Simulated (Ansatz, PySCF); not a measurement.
This Ansatz (an electronic-structure program) input computes a B3LYP/def2-TZVPD energy:

Ansatz 0.2 input:
```yaml
crystal:
  periodic: [false, false, false]
  atoms:
    - {symbol: Ga, position_ang: [0.00000000, 0.00000000, 0.00000000]}
    - {symbol: F, position_ang: [-0.00000000, -0.00000000, -1.67033807]}
    - {symbol: F, position_ang: [0.00000000, 0.00000000, 1.67033807]}
basis:
  gaussian:
    orbitals: def2-TZVPD
hamiltonian:
  xc: {name: B3LYP}
total_charge: 1
output: {forces: true}
```

### Question
Write an input for the same energy in PySCF and say what it gives.

### Answer

```python
from pyscf import gto, scf, dft

mol = gto.M(
    atom='''
    Ga    0.00000000    0.00000000    0.00000000
    F    -0.00000000   -0.00000000   -1.67033807
    F     0.00000000    0.00000000    1.67033807
    ''',
    basis='def2-tzvpd',
    charge=1,
    spin=0,
    verbose=4,
)

mf = dft.RKS(mol, xc='b3lyp').density_fit(auxbasis='def2-universal-jkfit')
mf.grids.level = 3
mf.conv_tol = 1e-9
mf.max_cycle = 100
mf.max_memory = 1500
mf.kernel()
if not mf.converged:
    mf = mf.newton()
    mf.kernel(mf.make_rdm1())
mf.analyze()
```
It gives -2124.38949 Eh, and Ansatz -2124.38943 Eh, a difference of 0.06 mEh, from the treatment of integrals and grids.
